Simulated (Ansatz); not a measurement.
Relaxation of FGeH₄N (7 atoms, charge 0, multiplicity 1), to a largest force component of 0.015 eV/Å in at most 40 steps.

These are results of RKS PBE/def2-SVPD in Ansatz, not measurements.

```xyz
7
Properties=species:S:1:pos:R:3:forces:R:3
N -0.789 0.480 -0.719 -1.80 -0.09 0.29
Ge 0.553 -0.038 0.372 0.03 -1.45 0.90
F 1.624 1.331 0.596 0.42 0.39 0.13
H -0.774 -0.111 -1.555 -0.29 0.13 -0.20
H -1.722 0.350 -0.221 1.18 0.28 -0.92
H 1.327 -1.238 -0.256 0.19 0.35 -0.02
H -0.041 -0.494 1.758 0.27 0.39 -0.18
```

Problem. Where does it end, and by what steps?

Solution. It converged. After 9 steps the energy has fallen by 0.269 eV; N1 moved furthest, 0.50 Å.

| step | energy less start (eV) | largest force component (eV/Å) | accepted |
| --- | --- | --- | --- |
| 0 | 0.0000 | 1.805 | yes |
| 1 | -0.1499 | 0.662 | yes |
| 2 | -0.1774 | 0.347 | yes |
| 3 | -0.2010 | 0.236 | yes |
| 4 | -0.2160 | 0.289 | yes |
| 5 | -0.2562 | 0.356 | yes |
| 6 | -0.2653 | 0.164 | yes |
| 7 | -0.2685 | 0.052 | yes |
| 8 | -0.2690 | 0.034 | yes |
| 9 | -0.2691 | 0.004 | yes |

```xyz
7
Properties=species:S:1:pos:R:3
N -0.943 0.008 -0.649
Ge 0.530 -0.185 0.421
F 1.495 1.326 0.522
H -0.776 0.156 -1.646
H -1.675 0.640 -0.320
H 1.481 -1.215 -0.220
H 0.066 -0.451 1.867
```

Whether the end is a true minimum wasn't checked by a vibrational analysis.

The run took 16 s on 2 threads of AMD EPYC 7B13 (Zen 3), on a shared host, peak memory 0.16 GiB.
